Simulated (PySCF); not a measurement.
Species: C7H14Si.
Z-matrix (Å and degrees, GFN2-xTB geometry), rows numbered from 1:
```
C 
C   1  1.5192
C   2  1.5455  1  115.19
C   3  1.5388  2   87.35  1   -88.35
C   4  1.5360  3   85.12  2   -29.22
C   5  1.5138  2  120.59  1   -37.21
C   5  1.5341  2  105.29  1  -168.13
Si  3  1.8998  2  100.41  1   171.29
H   1  1.0889  2  110.37  3   169.31
H   1  1.0867  2  111.97  3    48.42
H   1  1.0891  2  109.74  3   -71.56
H   2  1.0952  1  108.07  3   131.81
H   3  1.0866  2  118.71  1    33.48
H   4  1.0887  3  113.15  2    83.73
H   4  1.0901  3  118.20  2  -147.38
H   6  1.0893  5  110.20  2   174.41
H   6  1.0878  5  110.95  2    54.49
H   6  1.0891  5  110.41  2   -65.85
H   7  1.0904  5  110.77  2    75.01
H   7  1.0903  5  110.51  2  -166.50
H   8  1.4626  3  114.11  2   159.51
H   8  1.4631  3  113.49  2   -69.73
```

Definitions: NICS(0) = −σiso at the ring centroid; NICS(1) = −σiso and NICS(1)zz = −σzz at ±1 Å along the ring normal z. Level: GIAO PBE0/pcSseg-1 (PySCF, non-relativistic, gas phase) on the GFN2-xTB geometry, one conformer.

Ring bond lengths (Å), with Mayer bond orders in brackets: C2–C3 1.545 (0.92), C3–C4 1.539 (0.95), C4–C5 1.536 (0.92), C5–C2 1.545 (0.87); C2–C3 1.545 (0.92), C3–Si8 1.900 (0.90), Si8–C7 1.914 (0.91), C7–C5 1.534 (1.01), C5–C2 1.545 (0.87).

Question: Give the NICS values of each ring in ppm.

Answer: 
```
           ring                                              type  NICS(0)  NICS(1), two faces  NICS(1)zz, two faces  rms pucker (Å)  centre to ring atoms, mean (Å)
    C2–C3–C4–C5    4-membered carbocycle; formal bonds all single     -8.9         -6.2 / -3.4          -10.2 / -1.8            0.20                            1.07
C2–C3–Si8–C7–C5  5-membered ring with Si; formal bonds all single     -5.6        -4.5 / -16.0          -4.0 / -15.4            0.35                            1.34
```

Question: What can be read from them?

Answer: 
- C2–C3–C4–C5: mean NICS(1)zz -6.0 ppm, shielded. C2, C3, C4, C5 have four or more neighbours, so the value isn't read as a sign of a π ring current. The two faces differ by 8.4 ppm, so no symmetry operation interchanges them.
- C2–C3–Si8–C7–C5: mean NICS(1)zz -9.7 ppm, shielded. C2, C3, C5, C7, Si8 have four or more neighbours; no verdict on aromaticity is drawn. The two faces differ by 11.4 ppm, so no symmetry operation interchanges them.

Question: What is the mean of the two in-plane components of NICS at the first NICS(1) probe listed for ring C2–C3–C4–C5, 1 Å off the ring?

Answer: The isotropic value is a third of the trace: (3 × -6.2 − (-10.2))/2 = -4.2 ppm.

Question: What are the shieldings of the ring atoms and their hydrogens in the same run (means over atoms taken as equivalent)?

Answer: 
| atoms | environment | σ isotropic (ppm) | principal values of the symmetric part, first atom (ppm) |
| --- | --- | --- | --- |
| C2 | four-membered-ring carbon | 141.2 | 127.5, 145.6, 150.6 |
| C3 | sp3 carbon bound to silicon | 160.0 | 138.3, 166.8, 174.8 |
| C4 | four-membered-ring carbon | 150.2 | 134.0, 148.1, 168.4 |
| C5 | sp3 carbon at a ring junction | 141.6 | 127.0, 141.1, 156.8 |
| C7 | sp3 carbon bound to silicon | 164.0 | 140.6, 156.0, 195.5 |
| Si8 | SiH2 silicon | 390.5 | 365.4, 389.1, 417.0 |
| H12 | methine hydrogen | 30.42 | 24.1, 31.5, 35.6 |
| H13 | methine hydrogen | 30.36 | 25.7, 27.5, 37.8 |
| H14 | methylene hydrogen | 29.64 | 25.6, 28.9, 34.4 |
| H15 | methylene hydrogen | 30.70 | 26.1, 28.4, 37.6 |
| H19 | methylene hydrogen | 30.84 | 26.8, 28.2, 37.5 |
| H20 | methylene hydrogen | 30.77 | 26.5, 28.0, 37.8 |
| H21 | Si–H hydrogen | 27.61 | 23.9, 24.6, 34.2 |
| H22 | Si–H hydrogen | 27.61 | 24.0, 24.8, 34.0 |

The list is cut; further classes of hydrogen are left out.
